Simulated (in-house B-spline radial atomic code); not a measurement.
**Hf2+: [Xe] 4f14 5d2**

Level of theory: Dirac-Kohn-Sham LC-wPBE, spherical fractional occupations, exact exchange averaged over the configuration, Fermi nucleus of rms radius 5.347 fm; calculated with an all-electron radial atomic-structure program (B-spline basis).

Z_r = [3n² - l(l+1)]/(2<r>); Z_e = n√(-2ε); the last column is Slater's effective charge. Values are occupation-weighted means over j. An effective charge above Z reflects the relativistic contraction of the inner shells.

| shell | electrons | ε (eV) | <r> (bohr) | Z_r | Z_e | Slater |
| --- | --- | --- | --- | --- | --- | --- |
| 1s | 2 | -65200 | 0.01899 | 78.99 | 69.22 | 71.70 |
| 2s | 2 | -11161 | 0.07977 | 75.21 | 57.28 | 67.85 |
| 2p | 6 | -9866.7 | 0.07127 | 70.15 | 53.86 | 67.85 |
| 3s | 2 | -2559.1 | 0.2081 | 64.86 | 41.14 | 60.75 |
| 3p | 6 | -2167 | 0.2076 | 60.20 | 37.86 | 60.75 |
| 3d | 10 | -1672.8 | 0.189 | 55.56 | 33.26 | 50.85 |
| 4s | 2 | -532.36 | 0.4682 | 51.26 | 25.02 | 44.25 |
| 4p | 6 | -402.5 | 0.4965 | 46.32 | 21.76 | 44.25 |
| 4d | 10 | -227.07 | 0.5357 | 39.20 | 16.34 | 32.85 |
| 5s | 2 | -87.772 | 1.142 | 32.85 | 12.70 | 14.35 |
| 5p | 6 | -56.011 | 1.337 | 27.30 | 10.14 | 14.35 |
| 4f | 14 | -37.158 | 0.6763 | 26.62 | 6.61 | 21.45 |
| 5d | 2 | -20.72 | 2.09 | 16.50 | 6.17 | 3.65 |

The least bound orbital is 5d5/2 at -20.51 eV, and it is also the most diffuse (<r> = 2.114 bohr).

Spin-orbit splittings of the orbital energies (j = l + 1/2 above j = l - 1/2 when positive): 2p 1192 eV, 3p 255.4 eV, 3d 55.69 eV, 4p 58.37 eV, 4d 10.69 eV, 5p 7.887 eV, 4f 1.754 eV, 5d 0.5168 eV.

For the 1s electron the small component carries 7.33 % of the norm, the zero-frequency Breit interaction raises the level by 222.2 eV, self-energy by 137.7 eV, and vacuum polarisation lowers it by 25.29 eV.
